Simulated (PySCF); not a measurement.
## Orbital energies and ionisation energy

C₆H₁₃As.
Cartesian coordinates in Å at the PBE0-D3(BJ)/def2-SVP level; atoms count from 1:
```xyz
20
C6H13As angstrom
C      3.2273   -1.0858   -0.3742
C      1.9684   -0.4298    0.0861
C      1.3123    0.5339   -0.5725
C      0.0358    1.1553   -0.1310
As    -1.4909    0.5445   -1.2568
C     -1.5929   -1.2684   -0.5114
C     -2.9066    1.3602   -0.1622
H      4.0439   -0.9447    0.3542
H      3.5624   -0.6857   -1.3427
H      3.0943   -2.1755   -0.4843
H      1.5606   -0.7716    1.0474
H      1.7140    0.8753   -1.5364
H      0.0662    2.2524   -0.2368
H     -0.1899    0.9184    0.9213
H     -0.6773   -1.8129   -0.7843
H     -1.6862   -1.2490    0.5853
H     -2.4559   -1.7987   -0.9398
H     -2.8374    2.4555   -0.2374
H     -2.8225    1.0654    0.8950
H     -3.8909    1.0528   -0.5448
```

Level: PBE0/def2-SVPD (PySCF). Frontier orbitals with their largest atomic shares (Löwdin; up to four atoms above 4 %):

```tsv
orbital	ε (eV)	main atoms
HOMO−3	-9.17	C4 24 %, As5 15 %, C3 15 %, C6 11 %
HOMO−2	-8.78	C6 25 %, C7 24 %, As5 23 %, H15 6 %
HOMO−1	-6.94	As5 22 %, C3 21 %, C2 20 %, C7 7 %
HOMO	-6.36	?
LUMO	0.28	C2 29 %, C3 26 %, As5 10 %, C4 7 %
LUMO+1	0.74	C7 21 %, As5 18 %, C6 10 %, H19 9 %
LUMO+2	0.82	As5 16 %, C6 13 %, C1 10 %, H15 8 %
```

Question: What vertical ionisation energy does ΔSCF give, and how far is −ε(HOMO) from it?

Answer: ΔSCF: 8.07 eV (778 kJ/mol; threshold wavelength 154 nm); ⟨S²⟩ of the doublet left behind is 0.757, against 0.75 for a pure doublet. −ε(HOMO) is 6.36 eV, 1.71 eV below it. For the exact functional −ε(HOMO) would equal the first vertical ionisation energy; PBE0 (global hybrid, 25 % exact exchange) falls short of its own ΔSCF value by 21 %.

Question: On which atoms does the HOMO lie?

Answer: As5 (arsenic bonded to 3 C) 45 %, C4 (allylic carbon) 13 %, C2 (alkene CH carbon) 10 %, C3 (alkene CH carbon) 8 %. The HOMO−1 lies 0.58 eV lower.

Question: What kinetic energy would electrons from this vertical process carry with He I light (21.218 eV)?

Answer: 21.22 − 8.07 = 13.15 eV.

Question: With α = 110.9 au, estimate the like-pair dispersion coefficient by London's formula C6 = (3/4)α²I.

Answer: I = 0.2965 Eh, so C6 ≈ 2730 au; the Casimir–Polder integral at the same level gives 4470 au, 1.63 times as much.

The structure is a single PBE0-D3(BJ)/def2-SVP conformer in the gas phase; no vibrational or solvent corrections. The calculation is non-relativistic, for arsenic too.
